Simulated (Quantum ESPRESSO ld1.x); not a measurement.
These are the eigenvalues of the occupied orbitals of an atom or ion with whole-number occupations (hartree). Method: scalar-relativistic Kohn-Sham, relativistic LDA (MacDonald-Vosko exchange, VWN5 correlation), spin-unpolarised, spherical densities, point nucleus; computed with ld1.x of Quantum ESPRESSO 7.5.

orbital  eigenvalue
1s        -802.0695
2s        -115.7043
2p        -103.8377
3s         -20.5857
3p         -16.6685
3d         -10.3195
4s          -3.0748
4p          -1.9826
4d          -0.4708

Which element is it, and in what charge state? The configuration may be excited.

Answer. Z = 44, ruthenium, charge +1: Ru+ in [Kr] 4d7. The list shows which subshells hold electrons but not how many an open one holds; the 1s level, -802.07 hartree, gives Z - s = 40.1 by -(Z - s)^2/2, which with screening and relativity narrows Z to a few neighbours, and the depths of the outer levels then fix element, charge and occupations together.
